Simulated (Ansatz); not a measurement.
`[OH][GeH2][SiH](O)F` and `O[SiH](F)[SiH3]` differ in one atom or group.

Ansatz, PBE0-D4/def2-TZVP geometries, multiplicity 1. Each molecule was computed in one conformer, which needn't be the lowest.

Scalar relativity is left out up to krypton.

| property | `[OH][GeH2][SiH](O)F` |
| --- | --- |
| HOMO–LUMO gap (PBE0/def2-TZVPP) / eV | 7.42 |
| HOMO energy (ωB97M-V/def2-TZVPP) / eV | -10.23 |
| LUMO energy (B3LYP/def2-TZVPP) / eV | -0.95 |
| LUMO energy (PBE0/def2-TZVPP) / eV | -0.72 |
| size of the dipole moment (PBE/def2-TZVPP) / D | 2.60 |
| LUMO energy (ωB97M-V/def2-TZVPP) / eV | 1.01 |

Question: Give the same properties after the change, and the shifts. (Best estimate.)

Answer: Ansatz gave: 
```tsv
property	`O[SiH](F)[SiH3]`	shift
HOMO–LUMO gap (PBE0/def2-TZVPP) / eV	8.05	0.63
HOMO energy (ωB97M-V/def2-TZVPP) / eV	-10.37	-0.14
LUMO energy (B3LYP/def2-TZVPP) / eV	-0.47	0.48
LUMO energy (PBE0/def2-TZVPP) / eV	-0.25	0.47
size of the dipole moment (PBE/def2-TZVPP) / D	1.40	-1.20
LUMO energy (ωB97M-V/def2-TZVPP) / eV	1.43	0.42
```

With PBE0 the HOMO falls by 0.16 eV and the LUMO rises by 0.47 eV, so the gap widens by about 0.63 eV. PBE moves the HOMO by -0.34 eV and ωB97M-V by -0.14 eV. Dipoles are sizes alone; their direction can turn.

B3LYP here is the variant with VWN-RPA as its local correlation; programs differ in this.
